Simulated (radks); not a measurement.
The numbers below are computed, except where a source is named.
Orbital eigenvalues (eV) of the nitrogen ion N+, [He] 2s2 2p2, at several levels of relativity; Dirac values are averaged over j with weights 2j + 1. Spin-unpolarised spherical Kohn-Sham, PBE, point nucleus unless stated (finite: rms radius 2.5582 fm), a radial shooting solver on a logarithmic mesh with Libxc functionals. A level marked "c x" has the speed of light scaled by that factor and shares open shells by 2j + 1; other Dirac levels either fill j = l - 1/2 first or share by 2j + 1.

shell,non-rel.,scalar-rel.,"Dirac, c x 0.75","Dirac, c x 1.25","change of magnitude, last against first (%)"
1s,-401.44,-401.68,-401.85,-401.59,+0.04
2s,-32.434,-32.462,-32.483,-32.452,+0.05
2p,-20.693,-20.688,-20.683,-20.690,-0.02
